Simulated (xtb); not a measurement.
H$_{3}$ClSi, triplet, at the geometry of the source list (a higher spin typed on purpose: for a closed-shell molecule this is an excited state); GFN0-xTB run with xtb.

Here is a job for xtb.
```
$ xtb mol.xyz --gfn 0 --uhf 2 --etemp 1000 --json

# file mol.xyz
5

Si    -0.12910000    -0.00570000    -0.00460000
Cl     1.87810000     0.08360000     0.06760000
H     -0.50430000    -0.99840000    -1.00530000
H     -0.63000000     1.31380000    -0.37260000
H     -0.61480000    -0.39330000     1.31500000
```

What does xtb print? Leave out banner, timings and long lists.


```
   ID    Z sym.   atoms
    1   14 Si     1
    2   17 Cl     2
    3    1 H      3-5

           -------------------------------------------------
          |                Calculation Setup                |
           -------------------------------------------------

           -------------------------------------------------
          |                 G F N 0 - x T B                 |
           -------------------------------------------------

          ...................................................
          :                      SETUP                      :
          :.................................................:
          :  # basis functions                  26          :
          :  # atomic orbitals                  24          :
          :  # shells                           12          :
          :  # electrons                        14          :
          :  electronic temp.         1000.0000000     K    :
          :  accuracy                    1.0000000          :
          :  -> integral cutoff          0.2500000E+02      :
          :  -> integral neglect         0.1000000E-07      :
          ...................................................

         :::::::::::::::::::::::::::::::::::::::::::::::::::::
         ::                     SUMMARY                     ::
         :::::::::::::::::::::::::::::::::::::::::::::::::::::
         :: total energy              -7.632093939341 Eh    ::
         :: gradient norm              0.101419286832 Eh/a0 ::
         :: HOMO-LUMO gap              0.273701808652 eV    ::
         ::.................................................::
         :: H0 energy                 -7.623182964994 Eh    ::
         :: repulsion energy           0.044533213619 Eh    ::
         :: electrostat energy        -0.052692535061 Eh    ::
         :: -> Gsolv                   0.000000000000 Eh    ::
         ::    -> Gsasa                0.000000000000 Eh    ::
         ::    -> Gshift               0.000000000000 Eh    ::
         :: dispersion energy         -0.000751652905 Eh    ::
         :: short-range corr.          0.000000000000 Eh    ::
         :: add. restraining           0.000000000000 Eh    ::
         :: total charge              -0.000000000000 e     ::
         :::::::::::::::::::::::::::::::::::::::::::::::::::::

           -------------------------------------------------
          |                Property Printout                |
           -------------------------------------------------

    * Orbital Energies and Occupations

         #    Occupation            Energy/Eh            Energy/eV
      -------------------------------------------------------------
         1        2.0000           -0.9718841             -26.4463
         2        2.0000           -0.6168212             -16.7846
         3        1.9995           -0.4780436             -13.0082
         4        1.9995           -0.4780398             -13.0081
         5        1.9830           -0.4670550             -12.7092
         6        1.5091           -0.4543283             -12.3629
         7        1.5090           -0.4543273             -12.3629
         8        0.7633           -0.2304103              -6.2698 (HOMO)
         9        0.1187           -0.2203519              -5.9961 (LUMO)
        10        0.1180           -0.2203330              -5.9956
        11                         -0.1030948              -2.8054
        12                         -0.1030937              -2.8053
        13                         -0.0833978              -2.2694
        14                         -0.0833948              -2.2693
        15                         -0.0785124              -2.1364
        16                         -0.0608398              -1.6555
        17                         -0.0608387              -1.6555
        18                         -0.0495692              -1.3488
        19                          0.0242456               0.6598
       ...                                ...                  ...
        24                          0.7653604              20.8265
      -------------------------------------------------------------
                  HL-Gap            0.0100584 Eh            0.2737 eV
             Fermi-level            0.0000000 Eh            0.0000 eV

     #   Z          covCN         q      C6AA      α(0)
     1  14 Si       3.563     0.513   138.222    21.836
     2  17 Cl       0.804    -0.300   106.588    15.781
     3   1 H        0.920    -0.071     4.645     3.371
     4   1 H        0.920    -0.071     4.645     3.371
     5   1 H        0.920    -0.071     4.645     3.371

 Mol. C6AA /au·bohr⁶  :        808.206070
 Mol. C8AA /au·bohr⁸  :      35257.404753
 Mol. α(0) /au        :         47.728926

Wiberg/Mayer (AO) data.
largest (>0.10) Wiberg bond orders for each atom

 ---------------------------------------------------------------------------
     #   Z sym  total        # sym  WBO       # sym  WBO       # sym  WBO
 ---------------------------------------------------------------------------
     1  14 Si   3.468 --     2 Cl   0.920     4 H    0.849     5 H    0.849
                             3 H    0.849
     2  17 Cl   1.020 --     1 Si   0.920
     3   1 H    0.882 --     1 Si   0.849
     4   1 H    0.882 --     1 Si   0.849
     5   1 H    0.882 --     1 Si   0.849
 ---------------------------------------------------------------------------

Topologies differ in total number of bonds
Writing topology from bond orders to xtbtopo.mol

 dipole moment from electron density (au)
     X       Y       Z
   2.4887   0.1108   0.0895  total (Debye):    6.336

           -------------------------------------------------
          | TOTAL ENERGY               -7.632093939341 Eh   |
          | GRADIENT NORM               0.101419286832 Eh/α |
          | HOMO-LUMO GAP               0.273701808652 eV   |
           -------------------------------------------------

normal termination of xtb
```
